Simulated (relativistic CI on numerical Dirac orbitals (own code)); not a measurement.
**Electric-dipole lines of Tb XXV**

These numbers are calculated, not measured: Dirac-Coulomb-Breit CI, separate exchange-only KLI orbitals for each configuration, a model potential for QED, unscaled Slater integrals (own radial code, finite nucleus).

CI space (outside the closed core [Ar] 3d10): 4s2 4p6 4d5, 4s2 4p5 4d6, 4s2 4p6 4d4 4f, 4s 4p6 4d6, 4s2 4p5 4d5 4f, 4s 4p6 4d5 4f, 4s2 4p6 4d4 5s, 4s2 4p6 4d4 5p, 4s2 4p6 4d3 4f 5s, 4s2 4p6 4d4 5d, 4s2 4p5 4d5 5s, 4s2 4p6 4d3 5s 5p, 4s2 4p6 4d4 5f, 4s2 4p6 4d4 5g, 4s2 4p6 4d4 6s, 4p6 4d6 4f, 4s2 4p6 4d4 6p, 4s 4p6 4d5 5p, 4p6 4d7, 4p5 4d8, 4p5 4d7 4f, 4s2 4p6 4d3 5s2, 4s2 4p6 4d2 4f 5s2, 4s2 4p5 4d3 4f 5s2, 4s 4p6 4d3 4f 5s2. Double excitations out of closed p, d and f shells are left out; levels of such configurations are missing from the list, as are those of other unlisted configurations, and high levels can miss mixing partners. These lack a partner that the ground configuration has and come out too high: 4s2 4p5 4d5 5s.

| λ vac (nm) | Lower | Upper | A (s⁻¹) | gf | Branching (%) |
| --- | --- | --- | --- | --- | --- |
| 6.5060 | 4s2 4p6 4d5 6S_5/2 [1] | 4s2 4p6 4d4 4f 4P°_3/2 [400] | 5.55e+11 | 1.41e+00 | 91.7 |
| 6.5118 | 4s2 4p6 4d5 6S_5/2 [1] | 4s2 4p6 4d4 4f 6P°_3/2 [397] | 1.88e+12 | 4.79e+00 | 95.9 |
| 6.5233 | 4s2 4p6 4d5 6S_5/2 [1] | 4s2 4p6 4d4 4f 4G°_7/2 [395] | 3.17e+10 | 1.62e-01 | 56.0 |
| 6.5656 | 4s2 4p6 4d5 6S_5/2 [1] | 4s2 4p6 4d4 4f 2F°_7/2 [386] | 2.31e+10 | 1.19e-01 | 19.1 |
| 6.5781 | 4s2 4p6 4d5 6S_5/2 [1] | 4s2 4p6 4d4 4f 2G°_7/2 [381] | 5.15e+10 | 2.67e-01 | 36.8 |
| 6.6214 | 4s2 4p6 4d5 6S_5/2 [1] | 4s2 4p6 4d4 4f 4D°_5/2 [373] | 2.96e+10 | 1.17e-01 | 19.8 |
| 6.7166 | 4s2 4p6 4d5 2F_5/2 [2] | 4s2 4p6 4d4 4f 6P°_3/2 [397] | 5.52e+10 | 1.49e-01 | 2.8 |
| 6.8931 | 4s2 4p6 4d5 4G_11/2 [4] | 4s2 4p6 4d4 4f 2H°_11/2 [392] | 2.78e+10 | 2.38e-01 | 25.5 |
| 6.9760 | 4s2 4p6 4d5 6S_5/2 [1] | 4s2 4p6 4d4 4f 4D°_7/2 [281] | 1.89e+10 | 1.10e-01 | 35.5 |
| 7.5074 | 4s2 4p6 4d5 2I_13/2 [16] | 4s2 4p6 4d4 4f 2I°_13/2 [338] | 3.20e+10 | 3.79e-01 | 76.2 |
| 7.6311 | 4s2 4p6 4d5 2I_11/2 [12] | 4s2 4p6 4d4 4f 2H°_9/2 [296] | 3.26e+10 | 2.84e-01 | 60.8 |
| 7.6606 | 4s2 4p6 4d5 2H_11/2 [28] | 4s2 4p6 4d4 4f 2H°_11/2 [392] | 5.32e+10 | 5.62e-01 | 48.7 |
| 7.7512 | 4s2 4p6 4d5 2I_11/2 [12] | 4s2 4p6 4d4 4f 2H°_11/2 [268] | 2.97e+10 | 3.21e-01 | 40.1 |
| 7.8316 | 4s2 4p6 4d5 2I_13/2 [16] | 4s2 4p6 4d4 4f 2H°_11/2 [268] | 3.14e+10 | 3.47e-01 | 42.5 |
| 8.5220 | 4s2 4p6 4d5 2I_13/2 [16] | 4s2 4p6 4d4 4f 2H°_11/2 [147] | 4.03e+10 | 5.27e-01 | 90.1 |
| 8.5969 | 4s2 4p6 4d5 4G_9/2 [6] | 4s2 4p6 4d4 4f 6H°_7/2 [97] | 2.13e+10 | 1.89e-01 | 76.0 |
| 8.6817 | 4s2 4p6 4d5 4G_11/2 [4] | 4s2 4p5 4d6 4G°_9/2 [84] | 3.64e+10 | 4.11e-01 | 70.4 |
| 8.7903 | 4s2 4p6 4d5 4G_11/2 [4] | 4s2 4p5 4d6 4G°_11/2 [76] | 1.75e+10 | 2.44e-01 | 77.6 |
| 8.8263 | 4s2 4p6 4d5 2I_11/2 [12] | 4s2 4p5 4d6 2I°_11/2 [105] | 3.16e+10 | 4.42e-01 | 84.4 |
| 8.8779 | 4s2 4p6 4d5 4G_11/2 [4] | 4s2 4p5 4d6 4G°_11/2 [72] | 1.79e+10 | 2.53e-01 | 81.3 |
| 8.8864 | 4s2 4p6 4d5 6S_5/2 [1] | 4s2 4p5 4d6 6P°_3/2 [45] | 3.56e+10 | 1.68e-01 | 93.3 |
| 8.9050 | 4s2 4p6 4d5 4G_7/2 [3] | 4s2 4p5 4d6 4G°_7/2 [68] | 2.49e+10 | 2.37e-01 | 79.6 |
| 8.9111 | 4s2 4p6 4d5 2I_13/2 [16] | 4s2 4p5 4d6 2I°_13/2 [107] | 3.54e+10 | 5.90e-01 | 90.5 |
| 8.9185 | 4s2 4p6 4d5 6S_5/2 [1] | 4s2 4p5 4d6 6P°_5/2 [43] | 3.96e+10 | 2.84e-01 | 95.9 |
| 8.9246 | 4s2 4p6 4d5 2F_5/2 [2] | 4s2 4p5 4d6 4G°_5/2 [56] | 3.51e+10 | 2.52e-01 | 87.8 |
| 9.0358 | 4s2 4p6 4d5 4G_9/2 [6] | 4s2 4p5 4d6 2G°_9/2 [67] | 1.47e+10 | 1.80e-01 | 54.2 |
| 9.0450 | 4s2 4p6 4d5 4G_11/2 [4] | 4s2 4p5 4d6 4H°_13/2 [63] | 1.25e+10 | 2.14e-01 | 93.8 |
| 9.1965 | 4s2 4p6 4d5 6S_5/2 [1] | 4s2 4p5 4d6 4D°_7/2 [39] | 1.20e+10 | 1.22e-01 | 88.5 |
| 9.1999 | 4s2 4p6 4d5 4G_9/2 [6] | 4s2 4p5 4d6 4H°_11/2 [59] | 1.69e+10 | 2.57e-01 | 85.1 |
| 9.2515 | 4s2 4p6 4d5 4G_7/2 [3] | 4s2 4p5 4d6 4H°_9/2 [54] | 1.25e+10 | 1.60e-01 | 82.8 |

Terms are leading LS components. Brackets give the number of a level in order of energy, since labels repeat. The list gives strong lines, with weight on those to low levels, without lines whose two gauges differ by over a factor of 2.5, among the lowest 400 of 10045 levels, so that lines to higher ones, which can be the strongest, are missing. Levels whose partners in the same complex of configurations lie outside the list can be far off, and so can their lines. Rates are taken at the computed energies, electric ones in the length gauge.

At this charge energies of transitions that change n are usually good to better than 1 %, and those within a shell (Δn = 0) to a few per cent. Terms inside the open d or f shell come out 10 to 20 % too wide with unscaled integrals.

From the table, what is the radiative lifetime of 4s2 4p6 4d4 4f 6P°_3/2?

The listed rates from this level add up to about 1.94e+12 s⁻¹, 99 % of its decay; with all channels τ = 5.09e-13 s.

LS names give the leading component of a level, which can be under half, so a name can repeat, a term be missing and a line seem to break the LS rules.
